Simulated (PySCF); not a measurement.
**Working out the ionisation energy of S⁺**

S⁺ [Ne] 3s2 3p3 (4S) → S²⁺ [Ne] 3s2 3p2 (3P). Calculation: PySCF 2.14, in aug-cc-pwCVTZ; no relativity, point nucleus. Frozen: nothing. Energies in hartree (1 hartree = 27.21139 eV):

| part | S⁺ (lower) | S²⁺ (upper) |
| --- | --- | --- |
| UHF | -397.170550 | -396.335676 |
| MP2 opposite-spin | -0.276771 | -0.266229 |
| MP2 same-spin | -0.111087 | -0.097305 |

**Question.** What does Hartree-Fock give?

**Answer.** (-396.335676) − (-397.170550) = 0.834874 hartree = 22.718 eV.

**Question.** What do MP2 and SCS-MP2 (6/5 opposite-spin, 1/3 same-spin) give?

**Answer.** The opposite-spin parts differ by 0.287 eV and the same-spin parts by 0.375 eV. MP2: 22.718 + (0.287) + (0.375) = 23.380 eV. SCS-MP2: 22.718 + 1.2 × (0.287) + (0.375)/3 = 23.187 eV.

A first-order spin-orbit estimate adds -0.061 eV to MP2 (all electrons), giving 23.319 eV against 23.338 eV (measured; NIST Atomic Spectra Database, ionization energies).

What remains against the reference includes basis incompleteness and correlation beyond second order.
